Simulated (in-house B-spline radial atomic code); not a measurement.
RPA and G0W0 for Ca III (Ca2+), [Ne] 3s2 3p6, as one setting changes: the highest l of the empty states. Start: PBE. A dash marks a level of low quasi-particle weight. Computed with an all-electron radial atomic-structure program (B-spline basis): all electrons, scalar-relativistic (spin-free one-electron X2C), finite nucleus, each spin shell either full or empty, empty states to the listed l with an (l + 1/2)⁻⁴ tail; G0W0 by contour deformation at full frequency.

```tsv
highest l of the empty states	RPA summed (Eh)	RPA extrapolated (Eh)	G0W0 level (eV)
3	-1.019	-1.1566	3p -50.58
4	-1.0979	-1.1825	3p -50.88
5	-1.129	-1.1724	3p -50.85
6	?	?	?
7	?	?	?
8	-1.1558	-1.1663	3p -50.84
9	-1.1585	-1.1659	3p -50.83
10	-1.1603	-1.1656	3p -50.83
11	-1.1614	-1.1654	3p -50.83
```

(1) What belongs in the row for 6?

(2) What belongs in the row for 7?

Results:

(1) RPA summed (Eh): -1.1436; RPA extrapolated (Eh): -1.1687; G0W0 level (eV): 3p -50.84.

(2) RPA summed (Eh): -1.1513; RPA extrapolated (Eh): -1.1671; G0W0 level (eV): 3p -50.84.
